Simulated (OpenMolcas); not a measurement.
# Ru2+: effect of correlating more closed shells

| Quantity | Value |
| --- | --- |
| Program | OpenMolcas 26.06 |
| Basis | ANO-RCC-VTZP [7s6p4d2f1g] |
| Scalar Hamiltonian | DKH2, point nucleus |
| Active space | 6 electrons in 6 orbitals (4d 5s) |
| State averaging | 2S+1 = 5 even, 30 roots; 2S+1 = 7 even, 1 root kept (CI in the orbitals of an earlier block); 2S+1 = 3 even, 127 roots kept (CI in the orbitals of an earlier block, 107 in the spin-orbit step); 2S+1 = 1 even, 102 roots kept (CI in the orbitals of an earlier block, 62 in the spin-orbit step) |
| Spin-orbit coupling | state interaction with AMFI integrals over the reference wave functions, term energies averaged over their components |

Methods on the same reference wave functions:
A. CASSCF
B. MS-CASPT2, IPEA 0.25 Eh, imaginary shift 0.1 Eh (closed shells correlated: none)
C. MS-CASPT2, IPEA 0.25 Eh, imaginary shift 0.1 Eh (closed shells correlated: 4s 4p)

Energies in cm⁻¹ above 4d⁶ ⁵D₄, the measured ground level; measured values from Moore, Atomic Energy Levels, vol. III, NSRDS-NBS 35 (1971 reprint of NBS Circular 467, 1958).

```tsv
Level	A	B	C	Measured
4d⁶ ⁵D₄	0.0	0.0	0.0	0.0
4d⁶ ⁵D₃	1206	1224	1228	1159
4d⁶ ⁵D₂	1952	1939	1943	1826
4d⁶ ⁵D₁	2431	2410	2410	2266
4d⁶ ⁵D₀	2662	2630	2640	2476
4d⁶ ³H₆	18647	17600	16200	
4d⁶ ³H₅ [74 %]	19023	17680	16380	
4d⁵ 5s ⁷S₃	19201	26560	24960	27163
4d⁶ ³P₂(1)	19478	15690	15520	
4d⁶ ³F₃(1)	21271	18190	17580	
4d⁶ ³F₂(1)	21851	18660	18100	
4d⁶ ³P₁(1)	22943	19170	18990	
4d⁶ ³G₅ [74 %]	23144	20710	19590	
4d⁶ ³P₀(1)	23723	19590	19640	
4d⁶ ³G₄	24284	21530	20550	
4d⁶ ³G₃	24582	21760	20800	
4d⁶ ¹I₆	28500	27030	24980	
4d⁶ ³D₂	28569	23510	22930	
4d⁶ ³D₁	28651	23630	23070	
4d⁶ ³D₃	28885	23830	23240	
4d⁶ ¹G₄(1)	29937	26090	25840	
4d⁶ ¹S₀	33605	27270	28140	
4d⁵ 5s ⁵S₂	36316	38750	37930	41112
4d⁶ ¹D₂(1)	36687	31160	29780
```

Deviations, from unrounded energies. A percentage is the sum of absolute deviations over the sum of measured energies, with the sign that they share, or ± where signs differ.

| Against measurement | Levels | A | B | C |
| --- | --- | --- | --- | --- |
| mean absolute deviation (cm-1) | 6 | 2200 | 570 | 980 |
| fine structure of the ground term (%) | 4 | +6.8 | +6.2 | +6.4 |
| other configurations (%) | 2 | -18.7 | -4.3 | -7.9 |

B lies closest to measurement on these levels and A furthest from it. The largest miss of B in the table is 4d⁵ 5s ⁵S₂, by -2400 cm-1. The ranking rests on the paired levels alone, and a cruder setting can come out closer through cancelling errors.

Between B and C the level of the table that moves most is 4d⁶ ¹I₆, by 2000 cm-1 (lowest in C, highest in B). Moves below CASPT2's spread within the term are not significant.

The mean deviations of B to C differ by less than CASPT2's widest spread within a term (1900 cm-1), so their order carries little weight.

From A to B the spin-free energies of the other terms of 4d⁶ shown, above ⁵D, scale by factors of 0.79 to 0.94, as is usual when dynamic correlation screens the repulsion within a d or f shell.

The lowest spin-free term lies below A's lowest term by 0.124 hartree in B, 0.430 hartree in C.

What an inner shell adds also hangs on whether the basis holds functions to correlate it.

Term energies are means over components that CASPT2 splits; among the terms shown or strongly mixed into the levels shown the widest spread is 1900 cm-1 (4d⁶ ¹I, C). Some high roots are left out of the spin-orbit mixing, which shifts the levels that they would mix with. Terms from blocks run as CI alone lack orbitals of their own. A single d shell beside an s shell can misplace configurations of different d count against each other. The CASPT2 spread within a term exceeds the gap to the next term for 4d⁵ 5s ⁷S and 4d⁶ ¹I, so the order of their levels is uncertain (figures for B; the like holds for C). Without dynamic correlation excited terms often stand tens of per cent too high (terms of higher spin than the ground term too low), and those without a measured partner can miss by more than the paired ones (holds for A). Blocks of more than 70 roots (2S+1 = 3 even) ran without multistate coupling (holds for B; C). Computed and measured levels are paired by configuration, term and J; levels that our copy of the source lacks, or whose pairing is in doubt (as where it misses far off the trend of its configuration), stay unpaired and out of the deviations. Levels of configurations outside the active space are missing. The table leaves out levels that lie high or whose names do not pair safely across all columns.

A share in square brackets marks a mixed level and gives the weight of the term that names it, the lowest over the columns. A number in round brackets counts repeated terms of one configuration in the order of the reference energies.
